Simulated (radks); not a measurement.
Question: Species: Hf LXV. Configuration: [He] 2s2 2p4. Method: scalar-relativistic Kohn-Sham, LB94 model potential, spin-polarised, spherical densities, finite nucleus; open shells are filled with parallel spins first (spin-orbit coupling, left out, can overturn this in heavy ions); Fermi nuclear charge, rms radius 5.347 fm; computed with a radial shooting solver on a logarithmic mesh with Libxc functionals. Some entries of the table are withheld. Estimate them.

orbital,occ.,eigenvalue (eV),r(max) (bohr),<1/r> (bohr^-1)
1s down,1,-71833.25,0.01189,83.97
1s up,1,-71826.03,0.01189,83.96
2s up,1,-16969.37,0.06705,20.11
2s down,1,-16919.11,0.06708,20.09
2p up,3,-15700.01,0.05448,18.35
2p down,1,-15650.18,0.05446,18.35
3s up,0,(1),0.1764,8.421
3s down,0,(2),0.1767,8.407
3p up,0,(3),0.1706,7.899
3p down,0,(4),0.1709,7.888

Answer: 
(1) 3s up eigenvalue (eV): -7186.441
(2) 3s down eigenvalue (eV): -7170.368
(3) 3p up eigenvalue (eV): -6814.388
(4) 3p down eigenvalue (eV): -6798.900
